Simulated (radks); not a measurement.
Spherical quantum dot in the effective-mass picture: electrons in a parabolic well V = omega^2 r^2 / 2 with omega = 2.71, all in effective atomic units (hartree* = m*/eps^2 hartree, bohr* = eps/m* bohr), one dielectric constant everywhere. Method: non-relativistic Kohn-Sham, exchange-only LDA, spin-polarised, spherical densities; computed with a radial shooting solver with Libxc functionals. Levels are named by radial order and angular momentum (1s, 1p, 1d, 2s, ...), and open shells are averaged over m. Results are scaled to m* = 0.615 and eps = 13.5, for which hartree* = 91.82 meV and bohr* = 1.162 nm.

N = 25, configuration 1s2 1p6 1d10 2s2 1f(up 5, down 0). This is the lowest configuration that the search found. Occupied and some empty levels:

level    occupation  eigenvalue (meV)  <r> (nm)
1s up             1            2124.0     1.081
1s down           1            2129.9     1.067
1p up             3            2260.3     1.377
1p down           3            2269.7     1.367
1d up             5            2409.4     1.590
1d down           5            2420.9     1.585
2s up             1            2432.1     1.411
2s down           1            2440.7     1.416
1f up             5            2570.1     1.761
1f down           0            2582.6     1.759
2p up             0            2605.9     1.591
2p down           0            2614.3     1.595
1g up             0            2741.2     1.906
1g down           0            2753.9     1.907
2d up             0            2786.4     1.757
2d down           0            2795.1     1.759

Energy (meV): total 40567.9, kinetic 6735.6, external 15768, Hartree 19693, exchange-correlation -1629.0.
